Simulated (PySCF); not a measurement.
Simulated characterisation data

PySCF 2.14 calculation with geometry: GFN2-xTB and σ from GIAO-PBE0/pcSseg-1; equivalent nuclei averaged, non-relativistic, isolated molecule, one computed conformer.

Chemical shifts δ = σref − σ; ¹H (σref 31.72), ¹³C (σref 186.93) vs TMS, all at this level. Splittings of carbon signals by F and P are missing where no couplings were computed. Where no couplings were computed, multiplicities follow the n + 1 count of equivalent neighbours, and m marks all less simple cases (inequivalent or close neighbours, rings, F or P nearby). Shifts are as computed. Against solution values, carbons near 30 ppm lie about +3 ppm off and those near 130 ppm about +5 ppm. Of 1211 compounds with measured shifts, 218 miss one by over three times the rms of a fit or turn the order of signals round; such compounds aren't used in these exercises. OH and NH positions are gas-phase values without hydrogen bonding to other molecules.

Compound 1 (C5H11F). ¹H NMR (600 MHz, computed): δ 1.51 (m, 2H), 1.33 (m, 6H), 1.13 (t, 3H). ¹³C{¹H} NMR (computed): δ 95.5, 38.0, 28.7, 9.8. Structure: 2-fluoro-2-methylbutane (CCC(C)(C)F).

Compound 2 (C4H7F3NP). ¹H NMR (600 MHz, computed): δ 6.78 (m, 1H), 6.31 (m, 1H), 6.19 (m, 1H), 3.10 (m, 3H), 1.48 (br s, 1H). ¹³C{¹H} NMR (computed): δ 145.2, 139.4, 132.7, 35.9. Structure: SMILES C=CP(NC)C(F)(F)F.
